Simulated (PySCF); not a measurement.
The third ionisation energy along group 4

All values are computed (PySCF 2.14, energy differences of UHF-based or UKS calculations, no spin-orbit coupling). Values in eV. The last column holds reference values (NIST; (s) semi-empirical, (t) theoretical, else measured). Unmarked ones compare directly (S terms, centres of terms, or small fine structure); those marked * lie between the lowest fine-structure levels and include a spin-orbit shift.

| element | configurations | MP2 (valence) | SCS-MP2 (valence) | CCSDT (valence) | LDA | PBE | PBE0 | reference |
| --- | --- | --- | --- | --- | --- | --- | --- | --- |
| Ti (aug-cc-pVTZ, non-relativistic) | [Ar] 3d2 → [Ar] 3d1 | 26.890 | 26.809 | 26.925 | 28.184 | 28.099 | 27.985 | 27.492 * |
| Zr (aug-cc-pVTZ-PP with ECP28MDF, ECP) | [Kr] 4d2 → [Kr] 4d1 | 22.498 | 22.434 | 22.529 | 23.338 | 23.365 | 23.320 | 23.170 (s) * |
| Hf (aug-cc-pVTZ-PP with ECP60MDF, ECP) | [Xe] 4f14 5d2 → [Xe] 4f14 5d1 | 21.629 | 21.568 | 21.659 | 22.581 | 22.583 | 22.506 | 22.55 ± 0.04 (t) * |

"Valence" correlates the outer s and p shells and, in groups 3 to 12 and the f block, the outer d or f shell, open or full, or the next shell where the ion has no valence electron left; the wider scheme adds the next inner shell.
